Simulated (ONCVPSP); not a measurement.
**Building the ONCV potential for rhenium (PBEsol, fully relativistic).**

Input for ONCVPSP 4.0.1:

```
# ATOM AND REFERENCE CONFIGURATION
# atsym  z   nc   nv     iexc    psfile
  Re 75.00   12    2  -116133      upf
#
#   n    l    f
    1    0    2.00
    2    0    2.00
    2    1    6.00
    3    0    2.00
    3    1    6.00
    3    2   10.00
    4    0    2.00
    4    1    6.00
    4    2   10.00
    4    3   14.00
    5    0    2.00
    5    1    6.00
    5    2    5.00
    6    0    2.00
#
# PSEUDOPOTENTIAL AND OPTIMIZATION
# lmax
    2
#
#   l,   rc,      ep,       ncon, nbas, qcut
    0    2.10    0.00    4    8    2.50
    1    2.90    0.25    3    7    3.20
    2    2.70    0.00    4    9    5.80
#
# LOCAL POTENTIAL
# lloc, lpopt,  rc(5),   dvloc0
    4    3    1.45    4.00
#
# VANDERBILT-KLEINMAN-BYLANDER PROJECTORs
# l, nproj, debl
    0    2    3.10
    1    2    3.30
    2    1    3.50
#
# MODEL CORE CHARGE
# icmod, fcfact, rcfact
    0    0.00    0.00
#
# LOG DERIVATIVE ANALYSIS
# epsh1, epsh2, depsh
   -2.00    5.00    0.02
#
# OUTPUT GRID
# rlmax, drl
    6.00    0.01
#
# TEST CONFIGURATIONS
# ncnf
    4
# nvcnf
#   n    l    f
    2
    5    2    5.00
    6    0    1.00
#
    2
    5    2    5.00
    6    0    0.00
#
    2
    5    2    4.00
    6    0    0.00
#
    2
    5    2    4.00
    6    0    2.00
#
```

Command:

```bash
oncvpspr.x < Re.dat > Re.out
```

Resulting log (shortened: citation, most of the input echo, consistency checks and plot data are left out):

```
ONCVPSP  (Optimized Norm-Conservinng Vanderbilt PSeudopotential)
relativistic version 4.0.1

#   n    l    f        energy (Ha)
    1    0    2.00    -2.6289389D+03
    2    0    2.00    -4.5549226D+02
    2    1    6.00    -3.8294585D+02    -4.3582956D+02
    3    0    2.00    -1.0543830D+02
    3    1    6.00    -8.5184996D+01    -9.6668234D+01
    3    2   10.00    -6.7970561D+01    -7.0463650D+01
    4    0    2.00    -2.1990353D+01
    4    1    6.00    -1.5651884D+01    -1.8334234D+01
    4    2   10.00    -9.1568460D+00    -9.6523849D+00
    4    3   14.00    -1.5109593D+00    -1.6032980D+00
    5    0    2.00    -3.1270731D+00
    5    1    6.00    -1.6158566D+00    -2.0209726D+00
    5    2    5.00    -1.8593839D-01    -2.1845819D-01
    6    0    2.00    -2.1998560D-01

Reference configufation results
  iterations    27
  all-electron total energy (Ha)   -1.67129139D+04

Begin loop to  construct optimized pseudo wave functions
and semi-local pseudopoentials for all angular momenta

   Wellstate for l =  0  n =  8 kap= -1
     eigenvalue =   2.8800
     asymptotic potential =   3.3800
     half-point radius =  3.7468

Calculating optimized projector #   1

 for l=   0

    Fraction of norm inside rc  0.177961
    Optimizing pswf for qcut=   2.50 a_B^-1,  ecut=   3.13 Ha
    Residual kinetic energy error=  2.17D-03 Ha

    Energy error per electron        Cutoff
         Ha          eV             Ha
         0.01000     0.27211        2.19
         0.00100     0.02721        5.87
         0.00010     0.00272       35.62
         0.00001     0.00027       44.23

Calculating optimized projector #   2

 for l=   0

    Fraction of norm inside rc  0.128947
    Optimizing pswf for qcut=   2.50 a_B^-1,  ecut=   3.13 Ha
    Residual kinetic energy error=  3.06D-01 Ha

    Energy error per electron        Cutoff
         Ha          eV             Ha
         0.01000     0.27211       26.09
         0.00100     0.02721       51.35
         0.00010     0.00272       60.29
         0.00001     0.00027       90.44

WARNING wellstate: moderately localized bound state found for n= 6 l=  1
WARNING scattering state with energy  0.05000000
WARNING will be used for the first projector

   Wellstate for l =  1  n =  6 kap= -2
     eigenvalue =   0.0500
     asymptotic potential =   0.5500
     half-point radius =  4.9968

   Wellstate for l =  1  n =  9 kap= -2
     eigenvalue =   3.3500
     asymptotic potential =   3.8500
     half-point radius =  4.9231

Calculating optimized projector #   1

 for l=   1

    Fraction of norm inside rc  0.330589
    Optimizing pswf for qcut=   3.19 a_B^-1,  ecut=   5.10 Ha
    Residual kinetic energy error=  6.00D-06 Ha

    Energy error per electron        Cutoff
         Ha          eV             Ha
         0.01000     0.27211        1.39
         0.00100     0.02721        2.85
         0.00010     0.00272        3.88
         0.00001     0.00027        5.22

Calculating optimized projector #   2

 for l=   1

    Fraction of norm inside rc  0.178016
    Optimizing pswf for qcut=   3.19 a_B^-1,  ecut=   5.10 Ha
    Residual kinetic energy error=  6.84D-02 Ha

    Energy error per electron        Cutoff
         Ha          eV             Ha
         0.01000     0.27211        8.86
         0.00100     0.02721       23.48
         0.00010     0.00272       34.63
         0.00001     0.00027       67.91

   Wellstate for l =  1  n =  6 kap=  1
     eigenvalue =   0.2500

   Wellstate for l =  1  n =  9 kap=  1
     eigenvalue =   3.3080

Calculating optimized projector #   1

 for l=   1

    Fraction of norm inside rc  0.401573
    Optimizing pswf for qcut=   3.19 a_B^-1,  ecut=   5.10 Ha
    Residual kinetic energy error=  3.69D-05 Ha

    Energy error per electron        Cutoff
         Ha          eV             Ha
         0.01000     0.27211        1.11
         0.00100     0.02721        3.29
         0.00010     0.00272        4.56
         0.00001     0.00027       11.17

Calculating optimized projector #   2

 for l=   1

    Fraction of norm inside rc  0.195817
    Optimizing pswf for qcut=   3.19 a_B^-1,  ecut=   5.10 Ha
    Residual kinetic energy error=  7.37D-02 Ha

    Energy error per electron        Cutoff
         Ha          eV             Ha
         0.01000     0.27211        9.51
         0.00100     0.02721       25.12
         0.00010     0.00272       41.99
         0.00001     0.00027       83.14

Calculating optimized projector #   1

 for l=   2

    Fraction of norm inside rc  0.824922
    Optimizing pswf for qcut=   5.80 a_B^-1,  ecut=  16.80 Ha
    Residual kinetic energy error=  4.76D-07 Ha

    Energy error per electron        Cutoff
         Ha          eV             Ha
         0.01000     0.27211        9.10
         0.00100     0.02721       11.52
         0.00010     0.00272       13.43
         0.00001     0.00027       15.02

Calculating optimized projector #   1

 for l=   2

    Fraction of norm inside rc  0.852691
    Optimizing pswf for qcut=   5.80 a_B^-1,  ecut=  16.80 Ha
    Residual kinetic energy error=  6.18D-07 Ha

    Energy error per electron        Cutoff
         Ha          eV             Ha
         0.01000     0.27211        9.36
         0.00100     0.02721       11.75
         0.00010     0.00272       13.59
         0.00001     0.00027       15.19

Construct Vanderbilt / Kleinmman-Bylander projectors

B matrix Hermiticity error, ll=  0  kap= -1
   1   2   -2.0019D-04

  Orthonormal projector coefficients  8.2412E+00  1.6504E+00

B matrix Hermiticity error, ll=  1  kap= -2
   1   2    1.2861D-04

  Orthonormal projector coefficients  4.3740E+00  6.2909E-01

B matrix Hermiticity error, ll=  1  kap=  1
   1   2    1.3005D-04

  Orthonormal projector coefficients  4.3436E+00  7.2056E-01

 Orthonormal scalar projector coefficients, l =  1
  4.3523E+00  6.6083E-01  9.9214E-03  4.5526E-04

 Orthonormal spin-orbit projector coefficients, l =  1
 -3.6082E-01  2.6177E-01  6.6651E-02 -8.2542E-03

 Orthonormal scalar projector coefficients, l =  2
 -5.7303E-01 -8.1276E-04

 Orthonormal spin-orbit projector coefficients, l =  2
  3.9527E-02 -7.8551E-03

Pseudoatom total energy  -10.618746

Diagnostic tests using Vanderbilt-Kleinman-Bylander pseudopotentials
  relativistic with J = L +/- 1/2 projectors

   l  kap   rcore       rmatch      e in        delta e    norm test   slope test

   0  -1   2.1078220   2.1718200  -0.2199856   0.0000003   1.0000175   1.0000118
   0  -1   2.1078220   2.1718200   2.8800144   0.0000015   1.0000840   1.0000840

   1  -2   2.9115542   2.9999553   0.0500000  -0.0000128   1.0000506   1.0000506
   1   1   2.9115542   2.9999553   0.0079980   0.0000177   1.0000562   1.0000562
   1  -2   2.9115542   2.9999553   3.3500000   0.0003859   1.0029724   1.0029724
   1   1   2.9115542   2.9999553   3.2912059   0.0004824   1.0002934   1.0002934

   2  -3   2.7098741   2.7921518  -0.1859384  -0.0000008   0.9999976   1.0000059
   2   2   2.7098741   2.7921518  -0.2184582  -0.0000001   1.0000000   0.9999989

Diagnostic tests using Vanderbilt-Kleinman-Bylander pseudopotentials
  relativistic with scalar and spin-orbit non-local projectors

   l  kap   rcore       rmatch      e in        delta e    norm test   slope test

   0  -1   2.1078220   2.1718200  -0.2199856   0.0000003   1.0000175   1.0000118
   0  -1   2.1078220   2.1718200   2.8800144   0.0000015   1.0000840   1.0000840

   1  -2   2.9115542   2.9999553   0.0500000  -0.0000150   1.0000516   1.0000516
   1   1   2.9115542   2.9999553   0.0079980   0.0000153   1.0000571   1.0000571
   1  -2   2.9115542   2.9999553   3.3500000   0.0003853   1.0028164   1.0028164
   1   1   2.9115542   2.9999553   3.2912059   0.0004824   1.0002928   1.0002928

   2  -3   2.7098741   2.7921518  -0.1859384  -0.0000008   0.9999976   1.0000059
   2   2   2.7098741   2.7921518  -0.2184582  -0.0000001   1.0000000   0.9999989

Ghost test for J = L + 1/2

 Testing for bound ghosts
   n   l    E NL Schr. Eq   E Basis Diag.   E Cutoff

   1   0       -0.219985       -0.210243     58.39

   2   1       -0.042444       -0.031163     26.04

   3   2       -0.185939       -0.185776     47.02

 Testing for highly-localized positive-energy ghosts
       l    <radius>/rc     E Basis Diag.   E Cutoff

       0        0.425717        2.038302     58.39  WARNING - GHOST(+)

       1        0.295952        3.370938     26.04  WARNING - GHOST(+)

Ghost test for J = L - 1/2

 Testing for bound ghosts
   n   l    E NL Schr. Eq   E Basis Diag.   E Cutoff

   1   0       -0.219985       -0.210243     58.39

   2   1       -0.062181       -0.055519     26.04

   3   2       -0.218458       -0.218360     47.02

 Testing for highly-localized positive-energy ghosts
       l    <radius>/rc     E Basis Diag.   E Cutoff

       0        0.425717        2.038302     58.39  WARNING - GHOST(+)

       1        0.402880        3.649313     26.04  WARNING - GHOST(+)

Test configuration 0

   n   l kap    f        eae           eps        diff
   1   0  -1  2.0000-2628.93887658
   2   0  -1  2.0000 -455.49226208
   2   1  -2  4.0000 -382.94585412
   2   1   1  2.0000 -435.82956193
   3   0  -1  2.0000 -105.43830004
   3   1  -2  4.0000  -85.18499604
   3   1   1  2.0000  -96.66823443
   3   2  -3  6.0000  -67.97056105
   3   2   2  4.0000  -70.46364982
   4   0  -1  2.0000  -21.99035344
   4   1  -2  4.0000  -15.65188385
   4   1   1  2.0000  -18.33423431
   4   2  -3  6.0000   -9.15684604
   4   2   2  4.0000   -9.65238492
   4   3  -4  8.0000   -1.51095931
   4   3   3  6.0000   -1.60329797
   5   0  -1  2.0000   -3.12707313
   5   1  -2  4.0000   -1.61585665
   5   1   1  2.0000   -2.02097262
   5   2  -3  3.0000   -0.18593839   -0.18593919   -8.05E-07
   5   2   2  2.0000   -0.21845819   -0.21845828   -8.89E-08
   6   0  -1  2.0000   -0.21998560   -0.21998527    3.34E-07

    Total energies and differences
      AE_ref= -1.67129139E+04  AE_tst= -1.67129139E+04  dif=  0.00E+00
      PS_ref= -1.06187457E+01  PS_tst= -1.06187457E+01  dif=  7.11E-15
      PSP excitation error= -7.11E-15

Test configuration 1

   n   l kap    f        eae           eps        diff
   1   0  -1  2.0000-2629.22672020
   2   0  -1  2.0000 -455.77765585
   2   1  -2  4.0000 -383.23127602
   2   1   1  2.0000 -436.11515379
   3   0  -1  2.0000 -105.72392341
   3   1  -2  4.0000  -85.47062399
   3   1   1  2.0000  -96.95385461
   3   2  -3  6.0000  -68.25602571
   3   2   2  4.0000  -70.74910175
   4   0  -1  2.0000  -22.27610081
   4   1  -2  4.0000  -15.93758398
   4   1   1  2.0000  -18.61996442
   4   2  -3  6.0000   -9.44243509
   4   2   2  4.0000   -9.93799075
   4   3  -4  8.0000   -1.79652740
   4   3   3  6.0000   -1.88886515
   5   0  -1  2.0000   -3.41303566
   5   1  -2  4.0000   -1.90285893
   5   1   1  2.0000   -2.30751729
   5   2  -3  3.0000   -0.46384988   -0.46385779   -7.90E-06
   5   2   2  2.0000   -0.49808003   -0.49815012   -7.01E-05
   6   0  -1  1.0000   -0.46780278   -0.46778753    1.53E-05

    Total energies and differences
      AE_ref= -1.67129139E+04  AE_tst= -1.67125721E+04  dif=  3.42E-01
      PS_ref= -1.06187457E+01  PS_tst= -1.02769890E+01  dif=  3.42E-01
      PSP excitation error= -1.98E-05

Test configuration 2

   n   l kap    f        eae           eps        diff
   1   0  -1  2.0000-2629.55495605
   2   0  -1  2.0000 -456.10255388
   2   1  -2  4.0000 -383.55621786
   2   1   1  2.0000 -436.44033736
   3   0  -1  2.0000 -106.04879973
   3   1  -2  4.0000  -85.79550159
   3   1   1  2.0000  -97.27874469
   3   2  -3  6.0000  -68.58073322
   3   2   2  4.0000  -71.07380203
   4   0  -1  2.0000  -22.60103998
   4   1  -2  4.0000  -16.26245876
   4   1   1  2.0000  -18.94488159
   4   2  -3  6.0000   -9.76715615
   4   2   2  4.0000  -10.26273677
   4   3  -4  8.0000   -2.12108114
   4   3   3  6.0000   -2.21343027
   5   0  -1  2.0000   -3.73732049
   5   1  -2  4.0000   -2.22715928
   5   1   1  2.0000   -2.63194152
   5   2  -3  3.0000   -0.77349934   -0.77307345    4.26E-04
   5   2   2  2.0000   -0.80981169   -0.80956644    2.45E-04
   6   0  -1  0.0000   -0.73651898   -0.73651898    0.00E+00

    Total energies and differences
      AE_ref= -1.67129139E+04  AE_tst= -1.67119714E+04  dif=  9.42E-01
      PS_ref= -1.06187457E+01  PS_tst= -9.67670385E+00  dif=  9.42E-01
      PSP excitation error=  4.55E-04

Test configuration 3

   n   l kap    f        eae           eps        diff
   1   0  -1  2.0000-2630.04725300
   2   0  -1  2.0000 -456.59681005
   2   1  -2  4.0000 -384.05049351
   2   1   1  2.0000 -436.93455528
   3   0  -1  2.0000 -106.54033399
   3   1  -2  4.0000  -86.28699664
   3   1   1  2.0000  -97.77041614
   3   2  -3  6.0000  -69.07275087
   3   2   2  4.0000  -71.56590562
   4   0  -1  2.0000  -23.09178700
   4   1  -2  4.0000  -16.75326362
   4   1   1  2.0000  -19.43565652
   4   2  -3  6.0000  -10.25803721
   4   2   2  4.0000  -10.75361641
   4   3  -4  8.0000   -2.61087790
   4   3   3  6.0000   -2.70332620
   5   0  -1  2.0000   -4.22032048
   5   1  -2  4.0000   -2.69813207
   5   1   1  2.0000   -3.10928395
   5   2  -3  2.4000   -1.19875646   -1.19855995    1.97E-04
   5   2   2  1.6000   -1.23977098   -1.23958981    1.81E-04
   6   0  -1  0.0000   -1.07756379   -1.07756379    0.00E+00

    Total energies and differences
      AE_ref= -1.67129139E+04  AE_tst= -1.67109736E+04  dif=  1.94E+00
      PS_ref= -1.06187457E+01  PS_tst= -8.67909957E+00  dif=  1.94E+00
      PSP excitation error=  5.91E-04

Test configuration 4

   n   l kap    f        eae           eps        diff
   1   0  -1  2.0000-2629.33202051
   2   0  -1  2.0000 -455.88830127
   2   1  -2  4.0000 -383.34187111
   2   1   1  2.0000 -436.22541046
   3   0  -1  2.0000 -105.83292981
   3   1  -2  4.0000  -85.57960519
   3   1   1  2.0000  -97.06292542
   3   2  -3  6.0000  -68.36553841
   3   2   2  4.0000  -70.85867556
   4   0  -1  2.0000  -22.38466518
   4   1  -2  4.0000  -16.04628851
   4   1   1  2.0000  -18.72857632
   4   2  -3  6.0000   -9.55139438
   4   2   2  4.0000  -10.04691105
   4   3  -4  8.0000   -1.90501081
   4   3   3  6.0000   -1.99739865
   5   0  -1  2.0000   -3.51757314
   5   1  -2  4.0000   -1.99864464
   5   1   1  2.0000   -2.40785148
   5   2  -3  2.4000   -0.53292267   -0.53321631   -2.94E-04
   5   2   2  1.6000   -0.56972374   -0.56985645   -1.33E-04
   6   0  -1  2.0000   -0.50455274   -0.50467091   -1.18E-04

    Total energies and differences
      AE_ref= -1.67129139E+04  AE_tst= -1.67125461E+04  dif=  3.68E-01
      PS_ref= -1.06187457E+01  PS_tst= -1.02507954E+01  dif=  3.68E-01
      PSP excitation error= -1.65E-04
```

The run took about 6.4 s on one core of a shared server CPU.
